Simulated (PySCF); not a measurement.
Vertical excitations of a molecule C3H6O from TDDFT-B3LYP/def2-SVPD (PySCF 2.14.0), as energy in eV (oscillator strength): 4.29 (0.000), 6.47 (0.039), 7.57 (0.000), 8.01 (0.001), 8.28 (0.000), 8.32 (0.023), 8.35 (0.106), 8.42 (0.000), 8.58 (0.005), 9.00 (0.148). Lowest triplet (TDA): 3.77 eV. Geometry optimised at B3LYP-D3(BJ)/def2-TZVP. Other conformers were not sampled.

Which molecule gave these data?
A) C=COC
B) CC(C)=O
C) C1COC1
D) OC1CC1

B, CC(C)=O
